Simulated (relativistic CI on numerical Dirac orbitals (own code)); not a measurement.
**What each ingredient does to the levels of Cs29+**

Base calculation: Dirac-Coulomb-Breit CI, separate exchange-only KLI orbitals for each configuration, a model potential for QED, unscaled Slater integrals.

CI space (outside the closed core [Ne]): 3s²3p⁶3d⁸, 3s²3p⁵3d⁹, 3s²3p⁴3d¹⁰, 3s3p⁶3d⁹, 3p⁶3d¹⁰, 3s3p⁵3d¹⁰, 3s²3p⁶3d⁷4s, 3s²3p⁶3d⁷4p, 3s²3p⁶3d⁷4d, 3s²3p⁴3d⁹4s, 3s²3p⁶3d⁷4f, 3s²3p⁵3d⁸4s, 3s²3p⁴3d⁹4p, 3s²3p⁵3d⁸4p, 3s²3p⁴3d⁹4d, 3s²3p⁶3d⁶4s². Levels of other configurations are missing.

Variants: (1) P86 correlation estimate; (2) non-relativistic limit. Shifts of the energy above 3s²3p⁶3d⁸ ³F4, in eV, for the lowest level and the first level of each name with at least 55 % of one term (blank where a level changes its place among those of its configuration and J or its character, or is not in the variant):

```
         Level     Base    Δ(1)      Δ(2)
 3s²3p⁶3d⁸ ³F4    0.000   0.000     0.000
 3s²3p⁶3d⁸ ³F3   13.939   0.000   -13.939
 3s²3p⁶3d⁸ ³P0   16.750  +0.001    -7.724
 3s²3p⁶3d⁸ ³P1   23.336   0.000   -14.309
 3s²3p⁶3d⁸ ¹G4   24.884   0.000   -12.256
 3s²3p⁶3d⁸ ¹S0   49.820  +0.001   -21.083
3s²3p⁵3d⁹ ³F°4  251.416  +0.195   -18.787
3s²3p⁵3d⁹ ¹D°2  257.127  +0.195          
3s²3p⁵3d⁹ ³D°3  266.184  +0.196          
3s²3p⁵3d⁹ ³P°1  274.207  +0.196   -28.462
3s²3p⁵3d⁹ ³D°2  276.630  +0.196          
3s²3p⁵3d⁹ ³P°0  280.344  +0.196   -34.599
3s²3p⁵3d⁹ ³D°1  283.666  +0.196   -37.185
3s²3p⁵3d⁹ ³F°2  339.753  +0.195          
3s²3p⁵3d⁹ ¹F°3  344.673  +0.196   -74.951
  3s3p⁶3d⁹ ³D3  479.654  +0.352  -102.686
  3s3p⁶3d⁹ ³D2  482.975  +0.353  -106.007
  3s3p⁶3d⁹ ³D1  495.005  +0.352  -118.036
3s²3p⁴3d¹⁰ ³P2  531.897  +0.360   -47.329
3s²3p⁴3d¹⁰ ¹S0  539.637  +0.361          
3s²3p⁴3d¹⁰ ³P1  596.433  +0.361  -111.865
3s²3p⁴3d¹⁰ ¹D2  608.260  +0.360  -107.674
```

At this charge energies of transitions that change n are usually good to better than 1 %, and those within a shell (Δn = 0) to a few per cent. Terms inside the open d or f shell come out 10 to 20 % too wide with unscaled integrals.

Ionisation energy from the two ground configurations alone: base 1757.46 eV; P86 correlation estimate 1759.51 eV. The NIST ASD value (theoretical) is 1757 eV.

LS names give the leading component of a level, which can be under half, so a name can repeat, a term be missing and a line seem to break the LS rules.
